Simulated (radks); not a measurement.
Problem. These are the eigenvalues of the occupied orbitals of an atom or ion with whole-number occupations (hartree). All-electron calculation, scalar-relativistic Kohn-Sham, LDA (Slater exchange, Perdew-Zunger correlation), spin-polarised, spherical densities, point nucleus. Program: a radial shooting solver on a logarithmic mesh with Libxc functionals.

orbital  eigenvalue
1s        -402.8290
2s        -51.06524
2p        -44.76797
3s         -6.90171
3p         -4.97763
3d         -1.82065
4s         -1.08907

Which element is it, and in what charge state? The configuration may be excited. Open shells, if any, are filled with parallel spins first.

Solution. Z = 32, germanium, charge +2: Ge2+ in [Ar] 3d10 4s2. The list shows which subshells hold electrons but not how many an open one holds; the 1s level, -402.83 hartree, gives Z - s = 28.4 by -(Z - s)^2/2, which with screening and relativity narrows Z to a few neighbours, and the depths of the outer levels then fix element, charge and occupations together.
